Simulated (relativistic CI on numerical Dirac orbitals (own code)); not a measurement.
**Slater and spin-orbit integrals, Tb XXVIII**

Computed by Dirac-Coulomb-Breit CI, orbitals from a KLI potential per configuration, QED by a radiative potential, unscaled Slater integrals (own radial code, finite nucleus).

Slater integrals F^k, G^k are unscaled and averaged over j, outside the closed core [Ar] 3d10; ζ comes from projecting the Hamiltonian with its Breit term on Σ l·s of the shell.

- 4s2 4p6 4d2: F^2(4d,4d) = 193440, F^4(4d,4d) = 131660, ζ(4d) = 28653 cm⁻¹; <r>(4d) = 0.5212, <r^2>(4d) = 0.3102 (bohr units).
- 4s2 4p5 4d3: ζ(4p) = 234150, F^2(4d,4d) = 193410, F^4(4d,4d) = 131640, F^2(4p,4d) = 195740, G^1(4p,4d) = 244540, G^3(4p,4d) = 156260, ζ(4d) = 28529 cm⁻¹; <r>(4p) = 0.5134, <r^2>(4p) = 0.2979, <r>(4d) = 0.5212, <r^2>(4d) = 0.3102 (bohr units).
- 4s2 4p6 4d 4f: ζ(4d) = 28635, F^2(4d,4f) = 193410, F^4(4d,4f) = 126520, G^1(4d,4f) = 204970, G^3(4d,4f) = 140010, G^5(4d,4f) = 102520, ζ(4f) = 4042.2 cm⁻¹; <r>(4d) = 0.5216, <r^2>(4d) = 0.3107, <r>(4f) = 0.5017, <r^2>(4f) = 0.286 (bohr units).

Q: Give the Racah parameters of the d shell in 4s2 4p6 4d2.

A: B = F²/49 − 5F⁴/441 = 2455 cm⁻¹ and C = 35F⁴/441 = 10449 cm⁻¹.

Averages of the first 10 configurations, taken without configuration mixing, which lowers the lowest level and can move excited configurations by several eV; other configurations of the list can lie among them:

| Configuration | Parity | States | Average energy above the lowest level (eV) |
| --- | --- | --- | --- |
| 4s2 4p6 4d2 | even | 45 | 15.8 |
| 4s2 4p5 4d3 | odd | 720 | 164.0 |
| 4s2 4p6 4d 4f | odd | 140 | 173.4 |
| 4s 4p6 4d3 | even | 240 | 279.7 |
| 4s2 4p5 4d2 4f | even | 3780 | 319.6 |
| 4s 4p6 4d2 4f | odd | 1260 | 435.6 |
| 4s2 4p6 4d 5s | even | 20 | 307.4 |
| 4s2 4p6 4f 5s | odd | 28 | 465.1 |
| 4s2 4p6 4d 5p | odd | 60 | 354.0 |
| 4s2 4p6 4f2 | even | 91 | 333.0 |
